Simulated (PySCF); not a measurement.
BeH2, SMILES [BeH2]. Atoms are numbered in the order given.

```xyz
3

Be     0.0000     0.0000     0.0000
H      0.0000     0.0000    -1.3362
H      0.0000     0.0000     1.3362
```

Geometry optimised at PBE0-D3(BJ)/def2-TZVPD. The isomer is the one that the SMILES or the coordinates give; other isomers of the formula were not compared.

Method: TDDFT-PBE0/def2-TZVPD run with PySCF 2.14.0.

Vertical excitations; the highest root listed may be one member of a degenerate set. Gas-phase values at a fixed geometry. State labels are in the subgroup D2h.

| state | symmetry | energy (eV) | λ (nm) | f | main pairs |
|---|---|---|---|---|---|
| S1 | B2g | 6.28 | 198 | 0.000 | HOMO→LUMO+1 (degenerate set) |
| S2 | B3g | 6.28 | 198 | 0.000 | HOMO→LUMO (degenerate set) |
| S3 | B3u | 7.91 | 157 | 0.319 | HOMO−1→LUMO+1 (degenerate set) |
| S4 | B2u | 7.91 | 157 | 0.319 | HOMO−1→LUMO (degenerate set) |
| S5 | Ag | 8.30 | 149 | 0.000 | HOMO→LUMO+3 95 % |
| S6 | B1u | 8.60 | 144 | 0.053 | HOMO→LUMO+2 81 %, HOMO−1→LUMO+3 13 % |
| S7 | B1u | 9.33 | 133 | 0.089 | HOMO−1→LUMO+3 82 %, HOMO→LUMO+2 16 % |
| S8 | B2g | 9.54 | 130 | 0.000 | HOMO→LUMO+5 (degenerate set) |
| S9 | B3g | 9.54 | 130 | 0.000 | HOMO→LUMO+4 (degenerate set) |
| S10 | Ag | 9.67 | 128 | 0.000 | HOMO−1→LUMO+2 97 % |
| T1 | B2g | 5.62 | 221 | 0 | HOMO→LUMO+1 (degenerate set) |
| T2 | B3g | 5.62 | 221 | 0 | HOMO→LUMO (degenerate set) |
| T3 | B3u | 6.30 | 197 | 0 | HOMO−1→LUMO+1 (degenerate set) |
| T4 | B2u | 6.30 | 197 | 0 | HOMO−1→LUMO (degenerate set) |
Triplets are in the Tamm–Dancoff approximation, which puts them higher than full response would, so one can lie above its singlet here.
